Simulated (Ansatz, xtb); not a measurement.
# Two isomers of C5H7FO

We compare a, `O=C[C@@H]1CC[C@@H]1F`, a singlet, with b, `O=CC1(F)CCC1`, a singlet. Both are isolated molecules in the gas phase, relaxed with B3LYP-D3(BJ)/def2-SVP; the shapes shown needn't be the lowest conformers.

a (Å):

```xyz
14

C    -1.3134    1.1572   -1.4374
C    -0.3136    0.0428   -1.2175
C    -0.0543   -0.2913    0.2702
C     1.1887    0.6380    0.2410
C     1.1501    0.5705   -1.2899
F     1.3384    1.7524   -1.9715
O    -1.8849    1.7460   -0.5550
H    -1.4875    1.4198   -2.5118
H    -0.5484   -0.7804   -1.9126
H    -0.8623    0.0031    0.9525
H     0.1991   -1.3492    0.4250
H     2.1100    0.3051    0.7401
H     0.9361    1.6545    0.5765
H     1.8374   -0.1788   -1.7153
```

b (Å):

```yaml
atoms:
  - { symbol: C, position_ang: [-2.1001, 1.1596, -1.9276] }
  - { symbol: C, position_ang: [-0.9351, 1.4551, -1.0023] }
  - { symbol: C, position_ang: [-0.2382, 0.2007, -0.4356] }
  - { symbol: C, position_ang: [0.8282, 0.3410, -1.5510] }
  - { symbol: C, position_ang: [0.3645, 1.8022, -1.7734] }
  - { symbol: F, position_ang: [-1.3563, 2.3968, -0.0860] }
  - { symbol: O, position_ang: [-2.1470, 0.2151, -2.6729] }
  - { symbol: H, position_ang: [-2.9190, 1.9237, -1.8691] }
  - { symbol: H, position_ang: [0.1610, 0.4277, 0.5634] }
  - { symbol: H, position_ang: [-0.8346, -0.7217, -0.4033] }
  - { symbol: H, position_ang: [1.8780, 0.1930, -1.2619] }
  - { symbol: H, position_ang: [0.5939, -0.2966, -2.4136] }
  - { symbol: H, position_ang: [0.2624, 2.1732, -2.8037] }
  - { symbol: H, position_ang: [0.9416, 2.5246, -1.1774] }
```

Estimate E(b) − E(a) at the level CCSD(T)/def2-SVP + ΔMP2/def2-TZVPP.

CCSD(T)/def2-SVP + ΔMP2/def2-TZVPP gives E(b) − E(a) = −4.12 kJ/mol, slightly favouring structure b, which is too small a margin to settle the true order.

The same difference at several levels:

```tsv
level	geometry	E(b) − E(a) (kJ/mol)	departure from the last row (kJ/mol)	job, with rough time for the two
GFN2-xTB	GFN2-xTB	−0.83	+3.29	optimisation, 0.2 s
HF/STO-3G	GFN2-xTB	−2.82	+1.31	single point, 0.36 s
r2SCAN-D4/def2-SVP	GFN2-xTB	−2.91	+1.22	single point, 2.9 s
B3LYP-D3(BJ)/def2-SVP	B3LYP-D3(BJ)/def2-SVP	−2.36	+1.76	optimisation, 86 s
HF/def2-SVP	B3LYP-D3(BJ)/def2-SVP	−1.64	+2.49	part of the CCSD(T) run
MP2/def2-SVP	B3LYP-D3(BJ)/def2-SVP	−2.44	+1.68	part of the CCSD(T) run
CCSD(T)/def2-SVP	B3LYP-D3(BJ)/def2-SVP	−2.77	+1.35	single point
CCSD(T)/def2-SVP + ΔMP2/def2-TZVPP	B3LYP-D3(BJ)/def2-SVP	−4.12		single point, 41 s
```

As drawn, both hold the same kinds of bond in the same numbers.

The largest departure from CCSD(T)/def2-SVP + ΔMP2/def2-TZVPP is that of GFN2-xTB, 3.29 kJ/mol. The last row adds to CCSD(T) the change of the MP2 difference between the two basis sets, here −1.35 kJ/mol.

With thermal terms from frequencies at re-optimised GFN2-xTB minima (ideal gas, soft modes damped towards free rotors, one conformer each, 298.15 K, 1 atm): on the last row, ΔE + ΔZPE = −5.48, ΔH = −4.85, ΔG = −5.87 kJ/mol.

The correlated steps freeze 7 core orbitals. Mirror images aren't counted in ΔG. Run with Ansatz 0.2.0, xtb 6.7.1; the last row on 2 threads of Intel(R) Xeon(R) 6975P-C (Granite Rapids) on a shared host.
